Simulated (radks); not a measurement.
The nuclear charge of the gold ion Au+ is varied continuously with 78 electrons held in [Xe] 4f14 5d10. All-electron calculation, scalar-relativistic Kohn-Sham, PBEsol, spin-polarised, spherical densities, finite nucleus; Fermi nuclear charge, rms radius 5.4371 fm. Program: a radial shooting solver on a logarithmic mesh with Libxc functionals. By the Hellmann-Feynman theorem dE/dZ = E(electron-nucleus)/Z, the electronic potential at the nucleus (averaged over a nucleus of fixed radius). The scalar-relativistic energy here is not variational (the density holds large components alone), so the two differ by a part that grows with Z.

Z,E (hartree),E(electron-nucleus)/Z (hartree),HOMO,e(HOMO) (eV),<r> HOMO (bohr)
78.5,-18701.7697,-592.255,5d,-9.548,1.660
78.6,-18761.5794,-593.431,5d,-10.654,1.642
78.7,-18821.5093,-594.607,5d,-11.790,1.624
78.8,-18881.5595,-595.784,5d,-12.952,1.607
78.9,-18941.7299,-596.961,5d,-14.142,1.590
79,-19002.0207,-598.139,5d,-15.357,1.574
79.1,-19062.4319,-599.317,5d,-16.598,1.559
79.2,-19122.9635,-600.495,5d,-17.863,1.544
79.3,-19183.6157,-601.675,5d,-19.153,1.529
79.4,-19244.3885,-602.854,5d,-20.466,1.516
79.5,-19305.2819,-604.035,5d,-21.802,1.502
79.6,-19366.2961,-605.216,5d,-23.160,1.489
79.7,-19427.4311,-606.397,5d,-24.541,1.477
79.8,-19488.6871,-607.580,5d,-25.943,1.464
79.9,-19550.0640,-608.763,5d,-27.367,1.452
80,-19611.5620,-609.947,5d,-28.811,1.441

The central difference of E at Z = 79 is -603.510 hartree, to compare with the third column; the second derivative is -12 hartree.
